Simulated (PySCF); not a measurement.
## Excitation energy of Kr by level of theory

Kr [Kr] (1S) → Kr [Ar] 3d10 4s1 4p6 4d1 (3D), as a difference of total energies. All numbers are calculated (PySCF 2.14, a scalar-relativistic core potential, in aug-cc-pVQZ-PP with ECP10MDF). Correlated levels: valence: 3s2 3p6 3d10 frozen. The calculations carry no spin-orbit coupling.

```
           method  excitation energy (cm⁻¹)
              UHF                    245680
              LDA                    220660
              PBE                    218280
             PBE0                    226510
           r2SCAN                    226510
            TPSSh                    223980
        CAM-B3LYP                    229110
            B97-3                    227510
           revPBE                    217740
    MP2 (valence)                    229890
SCS-MP2 (valence)                    227460
```

The upper state lies above the first ionisation limit, where it may autoionise and the basis confines it.

The promoted electron is Rydberg-like, and one or two diffuse shells describe it only roughly, which tends to raise the upper state.

In the upper state the promoted electron has a positive orbital energy at LDA, PBE, PBE0, r2SCAN, TPSSh, B97-3, revPBE, so the basis confines it.
